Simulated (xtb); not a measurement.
C₂H₅O, doublet, geometry from GFN2-xTB. Base run: GFN0-xTB (xtb).

Input for xtb:
```
$ xtb mol.xyz --gfn 0 --uhf 1 --json

# file mol.xyz
8

C      1.15137558    -0.54678548     0.07260233
C      0.09202467     0.46500352     0.17816257
O     -1.13368056    -0.05970874    -0.27413176
H     -1.81767180     0.61315053    -0.19934148
H     -0.00181551     0.81115250     1.22869683
H      0.36509868     1.36623760    -0.40959167
H      2.14839555    -0.30505774     0.37779903
H      0.91503609    -1.51712129    -0.30909800
```

Each row names what was changed in the base input (with any setting that the change needs).

```json
[
 {"change": "base", "ΔE vs base (kJ/mol)": "0.00"},
 {"change": "etemp = 3000", "ΔE vs base (kJ/mol)": "-2.07"},
 {"change": "acc = 1000", "ΔE vs base (kJ/mol)": "0.00"},
 {"change": "etemp = 10", "ΔE vs base (kJ/mol)": "0.00"},
 {"change": "etemp = 1000", "ΔE vs base (kJ/mol)": "0.00"},
 {"change": "acc = 0.1", "ΔE vs base (kJ/mol)": "0.00"}
]
```
